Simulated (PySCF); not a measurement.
**Krypton: highly charged ions in a basis for the neutral atom**

Kr(20+) [Ne] 3s2 3p4, Kr(21+) [Ne] 3s2 3p3. Calculation: PySCF 2.14, in cc-pVDZ-DK (5s4p2d, 27 functions); the spin-free X2C one-electron Hamiltonian (Gaussian nucleus). No spin-orbit coupling, so a gap to NIST mixes the basis error with missing relativistic terms.

Changed run: basis of the neutral atom used for a highly charged ion. This setting is unsound on purpose.

```json
{"species": "Kr(20+)", "method": "UHF", "sound run (hartree)": "not run", "changed run (hartree)": "-2550.83193", "converged": "yes"}
{"species": "Kr(20+)", "method": "LDA", "sound run (hartree)": "not run", "changed run (hartree)": "-2547.58248", "converged": "yes"}
{"species": "Kr(20+)", "method": "TPSS", "sound run (hartree)": "not run", "changed run (hartree)": "-2551.68617", "converged": "yes"}
{"species": "Kr(21+)", "method": "UHF", "sound run (hartree)": "not run", "changed run (hartree)": "-2518.53913", "converged": "yes"}
{"species": "Kr(21+)", "method": "LDA", "sound run (hartree)": "not run", "changed run (hartree)": "-2515.20978", "converged": "yes"}
{"species": "Kr(21+)", "method": "TPSS", "sound run (hartree)": "not run", "changed run (hartree)": "-2519.30257", "converged": "yes"}
```

Ionisation energy of Kr(20+):

```json
{"method": "UHF", "changed run (eV)": "878.73", "NIST (eV)": "882.8 ± 1.3"}
{"method": "LDA", "changed run (eV)": "880.91", "NIST (eV)": "882.8 ± 1.3"}
{"method": "TPSS", "changed run (eV)": "881.20", "NIST (eV)": "882.8 ± 1.3"}
```

The contracted functions were made for the neutral atom and can be too rigid for a highly charged ion.
